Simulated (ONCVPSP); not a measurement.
**What the settings do to the ONCV potential of Ne (Z = 10)**

Base potential:

| Item | Value |
| --- | --- |
| Element | neon (Ne) |
| Generator | ONCVPSP 4.0.1 |
| Type | optimised norm-conserving Vanderbilt (ONCV) |
| Functional | PBEsol |
| Relativity | scalar-relativistic |
| Frozen core | [He] |
| Valence charge | 8 |
| Reference configuration | 2s2 2p6 |
| Partial waves | 2s: rc 0.50 bohr, ncon 4, nbas 7, qcut 11.6 1/bohr, 1 projector; 2p: rc 1.20 bohr, ncon 5, nbas 8, qcut 14.4 1/bohr, 1 projector; d scattering state at 0.31 Ha: rc 1.20 bohr, ncon 4, nbas 7, qcut 8.8 1/bohr, 2 projectors, debl 3.1 Ha |
| Local potential | polynomial inside 0.45 bohr (lpopt 5, dvloc0 3 Ha) |
| Core correction | Teter function, fcfact 3.75, rcfact 1.5 |

All-electron outer shells of the reference configuration (PBEsol, scalar-relativistic, ld1.x):

```json
{"shell": "1s", "level (eV)": "-828.31", "outermost node (bohr)": "–", "outermost maximum (bohr)": "0.10"}
{"shell": "2s", "level (eV)": "-36.20", "outermost node (bohr)": "0.22", "outermost maximum (bohr)": "0.69"}
{"shell": "2p", "level (eV)": "-13.27", "outermost node (bohr)": "–", "outermost maximum (bohr)": "0.62"}
```

Cutoffs, loose and tight: the cutoffs (Ha) at which the residual kinetic energy of the hardest occupied pseudo-wave falls to 1 and 0.1 mHa per electron. They do not see the model core or the augmentation charge, which bear on the density cutoff. Test errors are all-electron minus pseudo excitation energies from the reference, over the configurations 2s2 2p5; 2s2 2p4; 2s2 2p3; 2s1 2p6. A dash means not determined; rows that change the core or the reference have their own tests.

| change | outcome | cutoff, loose | cutoff, tight | bound ghosts | GHOST(+) flags above zero | largest test error (meV) |
| --- | --- | --- | --- | --- | --- | --- |
| base | generated | 216 Ha | 477 Ha | none | none | +270 |
| local potential polynomial inside 0.45 bohr (lpopt 5, dvloc0 -2.5 Ha) | generated | 216 Ha | 477 Ha | none | d | +272 |
| local potential polynomial inside 0.45 bohr (lpopt 5, dvloc0 -1 Ha) | generated | 216 Ha | 477 Ha | none | d | +271 |
| local potential polynomial inside 0.45 bohr (lpopt 5, dvloc0 0 Ha) | generated | 216 Ha | 477 Ha | none | d | +271 |
| local potential polynomial inside 0.45 bohr (lpopt 5, dvloc0 1.5 Ha) | generated | 216 Ha | 477 Ha | none | none | +270 |
| local potential polynomial inside 0.45 bohr (lpopt 5, dvloc0 4 Ha) | generated | 216 Ha | 477 Ha | none | none | +269 |
| local potential polynomial inside 0.45 bohr (lpopt 5, dvloc0 5.5 Ha) | generated | 216 Ha | 477 Ha | none | none | +269 |
| local potential polynomial inside 0.45 bohr (lpopt 5, dvloc0 7 Ha) | generated | 216 Ha | 477 Ha | none | none | +268 |
| local potential polynomial inside 0.45 bohr (lpopt 5, dvloc0 8 Ha) | generated | 216 Ha | 477 Ha | none | none | +268 |
| local potential polynomial inside 0.45 bohr (lpopt 5, dvloc0 9.5 Ha) | generated | 216 Ha | 477 Ha | none | none | +267 |

Reading the sweep of the dvloc0 (base included, trends over the rows without a ghost): The loose cutoff stays near 216 Ha. The median size of the test errors (rows with all tests solved) stays near 33.0 meV.
